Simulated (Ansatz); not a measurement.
Computed with Ansatz on PBE0-D4/def2-TZVP structures; ΔE is electronic, products minus reactants. CCSD(T)/CBS is the MP2 limit (def2-TZVPP, def2-QZVPP) plus CCSD(T) − MP2 in def2-TZVPP, frozen cores. This one scheme is used for every species. Functionals use def2-TZVPP. B3LYP here is the variant with VWN-RPA as its local correlation; programs differ in this. For Ga outer-core shells are correlated without core-valence functions, which leaves a few kJ/mol of doubt a bond. Scalar relativity is left out up to krypton. One conformer a species, not always the lowest.

`[SiH3][SiH2][CH2][GaH2]` + H₂ → `[CH3][GaH2]` + disilane  (hydrogenolysis of a C–Si bond)

`[SiH3][SiH2][CH2][GaH2]`:

```xyz
13

Si    1.584    1.463    1.334
Si    0.010   -0.161    0.733
C    -0.376   -0.146   -1.101
Ga   -1.688   -1.541   -1.552
H     2.856    1.239    0.591
H     1.876    1.428    2.793
H     1.077    2.819    0.985
H    -1.240    0.065    1.518
H     0.527   -1.503    1.134
H     0.553   -0.313   -1.652
H    -0.770    0.840   -1.364
H    -3.222   -1.214   -1.482
H    -1.187   -2.979   -1.937
```

H₂:

Z-matrix (Å, degrees):
```
H
H 1 0.746
```

`[CH3][GaH2]`:

```xyz
7

C     0.046    0.573    0.699
Ga   -0.080   -0.657   -0.830
H     1.058    0.516    1.116
H    -0.140    1.609    0.416
H    -0.643    0.287    1.496
H    -0.273   -2.200   -0.588
H     0.033   -0.128   -2.308
```

`[SiH3][SiH3]`:

Cartesian coordinates in Å:
```
Si -0.705 -0.643 0.676
Si 0.705 0.643 -0.676
H -1.416 -1.661 -0.143
H 0.083 -1.342 1.726
H -1.716 0.225 1.338
H -0.083 1.339 -1.728
H 1.718 -0.225 -1.336
H 1.413 1.664 0.142
```

```csv
level,ΔE (kJ/mol)
PBE0-D4,-10.6
B3LYP-D4,-13.1
ωB97M-V,-13.1
MP2/def2-TZVPP,-4.0
```

Task: What does CCSD(T)/CBS give? (Best estimate.)

Result: The calculation gave: -8.1 kJ/mol. The listed levels differ from it by -2.5, -5.0, -5.0, 4.1 kJ/mol.

Largest T1 diagnostic among the species: 0.013.

The D4 term adds +14.6 kJ/mol with B3LYP and +8.2 kJ/mol with PBE0; it sums over pairs of atoms, weighted by their polarisabilities, and B3LYP, whose exchange is more repulsive, gets the larger term. In def2-TZVPP, CCSD(T) changes the Hartree–Fock value by +28.5 kJ/mol (the triples alone add +5.8 kJ/mol) and MP2 by +36.2 kJ/mol.
